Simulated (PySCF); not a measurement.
Simulated absorption spectrum

C5H8OSi.
InChI=1S/C5H8OSi/c1-5-3-2-4-6-7-5/h2,4H,1,3,7H2

Computed, not measured: PySCF 2.14.0, density-fitted response routines, TDDFT wB97X-D/def2-SVPD, vertical, gas phase, core orbitals frozen in the response. Isolated species at its GFN2-xTB geometry (one conformer only).

Computed states:

| state | E (eV) | f |
| --- | --- | --- |
| S1 | 5.69 | 0.0061 |
| S2 | 6.33 | 0.015 |
| S3 | 6.59 | 0.013 |
| S4 | 6.73 | 0.091 |
| S5 | 6.92 | 0.359 |
| S6 | 7.04 | 0.055 |
| S7 | 7.25 | 0.033 |
| S8 | 7.37 | 0.018 |

Broadening: Gaussians 0.25 eV wide at half height, area fixed by f = 4.319×10⁻⁹ ∫ε dν̃. The cross-section is σ = 3.8235×10⁻²¹ ε cm², given in Mb (10⁻¹⁸ cm²). The width is an assumption, not a result. The curve ends short of the highest state used, and states not computed would add to its high-energy end.

**Question.** Give the broadened spectrum and its maxima.

**Answer.** 
(λ (nm), σ (Mb)): (183.0, 95.37), (184.5, 65.85), (185.9, 45.82), (187.3, 30.56), (188.8, 18.50), (190.2, 11.30), (191.6, 7.62), (193.1, 6.40), (194.5, 6.41), (195.9, 6.32), (197.4, 5.47), (198.8, 4.08), (200.2, 2.60), (201.7, 1.35), (203.1, 0.62), (204.5, 0.26), (206.0, 0.10), (207.4, 0.09), (208.8, 0.18), (210.3, 0.40), (211.7, 0.75), (213.1, 1.24), (214.6, 1.82), (216.0, 2.28), (217.4, 2.51), (218.9, 2.44), (220.3, 2.11), (221.7, 1.64), (223.2, 1.10), (224.6, 0.69), (226.0, 0.39), (227.5, 0.19), (228.9, 0.09), (230.3, 0.04), (231.8, 0.01), (233.2, 0.00)

Maxima: 218 nm (5.69 eV), ε about 660, made up of S1 (100%); 195 nm (6.36 eV), ε about 1700, made up of S2 (90%) (hardly more than a shoulder) (ε in L mol⁻¹ cm⁻¹; maxima over ε = 5, shares over 10%). At its high-energy end, 6.77 eV, the curve is still rising (ε about 24000, from S4 and S5).

**Question.** Does any computed singlet lie in the visible range?

**Answer.** No computed singlet lies in the visible range (380 to 750 nm); the lowest, at 218 nm, stands 2.43 eV above its violet end (3.26 eV).

**Question.** What would ε be at 6.36 eV, the highest of these maxima, with half the width (0.125 eV)?

**Answer.** About 2690 L mol⁻¹ cm⁻¹ against 1680, a factor of about 1.6; a lone state at its own centre would give exactly 2.

**Question.** Coming from long wavelengths, where does ε first pass 100 L mol⁻¹ cm⁻¹?

**Answer.** At about 226 nm (5.49 eV), 0.21 eV below S1.
